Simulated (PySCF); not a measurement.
## Correlation energy of Ir²⁺ (iridium, charge +2)

[Xe] 4f14 5d6 6s1, 6s spin antiparallel (an excited configuration). Computed with PySCF 2.14 in def2-QZVPPD with the def2 core potential (60 electrons), with a scalar-relativistic core potential. Frozen: 5s2 5p6; 7 electrons correlated.

MP2 pair energies summed by pair of shells (mhartree):

```json
{"pair": "5d-5d", "energy": "-99.83", "share (%)": "69.0"}
{"pair": "5d-6s", "energy": "-44.78", "share (%)": "31.0"}
```

Total MP2 correlation energy: -144.61 mhartree.

Same-spin part -60.39 and opposite-spin part -84.21 mhartree; SCS-MP2 scales them by 1/3 and 6/5 to -121.19 mhartree.
